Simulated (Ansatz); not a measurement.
```yaml
crystal:
  periodic: [false, false, false]
  atoms:
    - {symbol: O, position_ang: [-0.974073, 0.930691, 0.142041]}
    - {symbol: P, position_ang: [-0.469110, -0.444303, 0.456654]}
    - {symbol: O, position_ang: [0.740020, 0.083083, 1.163730]}
    - {symbol: Se, position_ang: [0.297288, -1.061093, -1.423763]}
    - {symbol: H, position_ang: [-1.649883, 0.896220, -0.429263]}
    - {symbol: H, position_ang: [1.119571, -0.554169, 1.646940]}
    - {symbol: H, position_ang: [0.992400, 0.086918, -1.598291]}
basis:
  gaussian: {orbitals: STO-3G, final_grid: {core_spheres: 1, valence_spheres: 1, degree: 3}}
hamiltonian: {xc: {name: wB97M-V}}
output: {forces: true}
```

```sh
$ ansatz run in.yaml --threads 2 --pin off --events-out ev --progress --plain --max-ram 4352MiB
```

Shortened log:

```
Functional definition: wB97M-V
471 factors; integrals over basis functions are off by at most 3.4e-5 eV
152 factors; integrals over basis functions are off by at most 9.5e-7 eV
mean field evaluation 1: about -77890.1860 eV, gradient 2.6e1 eV
mean field evaluation 2: about -77892.1787 eV, gradient 1.2e1 eV
mean field evaluation 4: about -77892.5490 eV, gradient 2.5e-1 eV
mean field evaluation 16: about -77879.0797 eV, gradient 2.3e-5 eV
mean field -77879.07970278 eV, -2862.0033907410 hartree, gradient 2.3e-5 eV, S^2 0.000000; 3 other end points of the search recorded, 0 dependent functions left out
reference -77879.07973064 eV, -2862.0033917649 hartree; 34, 34 occupied and 6, 6 virtual orbitals, 471 factors
Total energy: -77879.07973064 eV, -2862.0033917649 hartree
Atom 0 at    -0.974073     0.930691     0.142041 Å, force     7.138966     4.157129     3.912839 eV/Å
Atom 1 at    -0.469110    -0.444303     0.456654 Å, force    -7.670625    -7.702232     2.018415 eV/Å
Atom 2 at     0.740020     0.083083     1.163730 Å, force    -1.921985     8.690169    -1.225209 eV/Å
Atom 3 at     0.297288    -1.061093    -1.423763 Å, force     3.707756    -4.752902    -8.255306 eV/Å
Atom 4 at    -1.649883     0.896220    -0.429263 Å, force    -1.590582     0.270004    -0.342786 eV/Å
Atom 5 at     1.119571    -0.554169     1.646940 Å, force     1.939406    -1.261713     0.986846 eV/Å
Atom 6 at     0.992400     0.086918    -1.598291 Å, force    -1.602936     0.599545     2.905200 eV/Å
Dipole moment:    -0.132962    -0.206764    -0.020385 e Å
```

(1) What is wrong with this run?

Results:

(1) The integration grid is far too coarse. The run converged. The result belongs to that input, not to the molecule as meant.
